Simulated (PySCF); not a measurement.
## How methods differ on the excitation energy of Xe²⁺

Xe²⁺ [Kr] 4d10 5s2 5p4 (3P) → Xe²⁺ [Kr] 4d10 5s2 5p3 6s1 (5S), as a difference of total energies. Calculation: PySCF 2.14, in aug-cc-pVQZ-PP with ECP28MDF (7s7p5d3f2g, 92 functions); a scalar-relativistic core potential. Correlated levels: valence: 4s2 4p6 4d10 frozen. The calculations carry no spin-orbit coupling.

```tsv
method	excitation energy (eV)
UHF	14.030
MP2 (valence)	14.294
SCS-MP2 (valence)	14.562
CCSD (valence)	14.446
CCSD(T) (valence)	14.432
```

**Question.** How much does correlation contribute at CCSD(T) (valence)?

**Answer.** 14.432 − (14.030) = 0.402 eV, measured against UHF.

The promoted electron is Rydberg-like, and one or two diffuse shells describe it only roughly, which tends to raise the upper state.
